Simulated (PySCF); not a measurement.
```xyz
7
charge 0 multiplicity 3, angstrom
Cu    0.0000    0.0000    0.0000
O     1.8095    0.0855    0.0000
O    -0.9787    1.5243    0.0000
O    -0.8307   -1.6098    0.0000
H     2.2648   -0.7673    0.0000
H    -0.4679    2.3450    0.0000
H    -1.7969   -1.5777    0.0000
```

Computed with UPBE0 in PySCF with Cu def2-SVP, O def2-SVP, H def2-SVP; no relativity; density-fitted integrals.

This geometry of Cu(OH)₃ is a stationary point at this level.

What is the point group?

C3h.

Is it a minimum?

No: it has 3 imaginary modes, at 482i cm⁻¹ (a''), 429i cm⁻¹ (e'').

List the harmonic modes with their infrared intensities.


| symmetry | ω (cm⁻¹) | IR (km/mol, summed over degenerate members) |
| --- | --- | --- |
| a'' | 482i | – |
| e'' | 429i | – |
| e' | 140 | 31.1 |
| a' | 514 | 0.0 |
| e' | 528 | 53.9 |
| a' | 626 | 0.0 |
| a'' | 650 | 39.0 |
| e' | 726 | 693 |
| e' | 3863 | 606 |
| a' | 3870 | 0.0 |

What are the dipole moment and the gap between the highest occupied and lowest empty levels of either spin?

0.00 D and 3.19 eV.

Give the atomic charges and bond orders.


```json
{"atom": "Cu1", "Mulliken": "0.66", "Löwdin": "0.45", "polar tensor": "-0.24", "spin (Mulliken)": "0.67", "Mayer order to Cu1": "–"}
{"atom": "O2,3,4", "Mulliken": "-0.43", "Löwdin": "-0.23", "polar tensor": "-0.33", "spin (Mulliken)": "0.45", "Mayer order to Cu1": "0.86"}
{"atom": "H5,6,7", "Mulliken": "0.20", "Löwdin": "0.08", "polar tensor": "0.40", "spin (Mulliken)": "0.00", "Mayer order to Cu1": "0.02"}
```
Other Mayer orders above 0.3: O–H 0.95 (×3).

In C3h the vibrations span 2a'' + e'' + 4e' + 3a'. The a', e'' modes carry no infrared intensity, as symmetry demands.

Other isomers or separated fragments may lie lower. With open d or f shells other occupations or spin states may lie lower. At this level a singlet minimum of C1 symmetry lies 67 kJ/mol below this structure.
